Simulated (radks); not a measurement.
Question: The table gives one normalised radial function P(r) = r R(r) of Pm11.7+ in [Kr] 4d10 4f2 5s(up 1, down 0.3) (r in bohr). Method: scalar-relativistic Kohn-Sham, r2SCAN, spin-polarised, spherical densities, finite nucleus; open shells are filled with parallel spins first (spin-orbit coupling, left out, can overturn this in heavy ions); meta-GGA in the generalised Kohn-Sham scheme; Fermi nuclear charge, rms radius 4.962 fm; computed with a radial shooting solver on a logarithmic mesh with Libxc functionals.

| r | P |
|---|---|
| 0.002403 | 0.0100 |
| 0.003585 | 0.0198 |
| 0.005348 | 0.0390 |
| 0.007978 | 0.0755 |
| 0.012 | 0.1428 |
| 0.0179 | 0.2517 |
| 0.0267 | 0.4032 |
| 0.03983 | 0.5496 |
| 0.05942 | 0.5502 |
| 0.08936 | 0.1935 |
| 0.1333 | -0.4835 |
| 0.1989 | -0.8513 |
| 0.2967 | -0.1190 |
| 0.4426 | 1.1676 |
| 0.6656 | 1.3879 |
| 0.9929 | 0.5999 |
| 1.481 | 0.0909 |
| 2.21 | 0.0034 |
| 3.297 | 0.0000 |

Which n and l does it have? It may be an empty orbital.

Answer: n = 4, l = 1: the number of nodes gives n - l - 1 = 2, the rise at small r (about r^(l+1), flatter next to the nucleus through relativity) gives l, and the extent must fit the shell. The curve is that of 4p down; the table hardly tells the two spins apart. 4p down: eigenvalue -443.46 eV, 2 radial nodes at r = 0.101, 0.308 bohr, <r> = 0.617 bohr, 90 % of the charge inside 0.893 bohr.
